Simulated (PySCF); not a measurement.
Vertical excitations of a molecule C5H6O from PySCF 2.14.0 with TDDFT-M06-2X/def2-SVPD, as energy in eV (oscillator strength): 4.84 (0.002), 6.30 (0.383), 6.49 (0.027), 6.58 (0.019), 6.86 (0.005), 7.03 (0.066), 7.09 (0.013), 7.25 (0.024), 7.45 (0.093), 7.74 (0.128). Lowest triplet (TDA): 4.47 eV. The structure is a stationary point at B3LYP-D3(BJ)/def2-SVP. One conformer was computed; it need not be the lowest.

### Question
Which molecule gave these data?
(A) C#CCOC=C
(B) C=CC1=CCO1
(C) C=C=COC=C
(D) C#CCC(C)=O

### Answer
C, C=C=COC=C
